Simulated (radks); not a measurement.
Results of a calculation; reference values are marked as such.
Q: Species: Fe2+. Configuration: [Ar] 3d4 4f2 (not the ground configuration). Level of theory: non-relativistic Kohn-Sham, BP86, spin-polarised, spherical densities, point nucleus; open shells are filled with parallel spins first (a radial shooting solver on a logarithmic mesh with Libxc functionals). Some entries of the table are withheld. Estimate them.

| orbital | occ. | eigenvalue (hartree) | <r> (bohr) |
|---|---|---|---|
| 1s down | 1 | -256.6170 | 0.05914 |
| 1s up | 1 | -256.6166 | 0.05914 |
| 2s up | 1 | -31.45934 | 0.2702 |
| 2s down | 1 | -31.37010 | 0.2697 |
| 2p up | 3 | -27.38324 | 0.2370 |
| 2p down | 3 | -27.31653 | 0.2364 |
| 3s up | 1 | -5.11821 | 0.8018 |
| 3s down | 1 | -4.93143 | 0.8053 |
| 3p up | 3 | -3.91256 | 0.8303 |
| 3p down | 3 | -3.72844 | 0.8359 |
| 3d up | 4 | -1.93610 | (1) |
| 3d down | 0 | -1.75574 | (2) |
| 4s up | 0 | (3) | 2.163 |
| 4p up | 0 | -0.89441 | 2.472 |
| 4d up | 0 | -0.52334 | 3.373 |
| 4f up | 2 | -0.28607 | 4.713 |

A: 
(1) 3d up <r> (bohr): 0.9110
(2) 3d down <r> (bohr): 0.9327
(3) 4s up eigenvalue (hartree): -1.17167
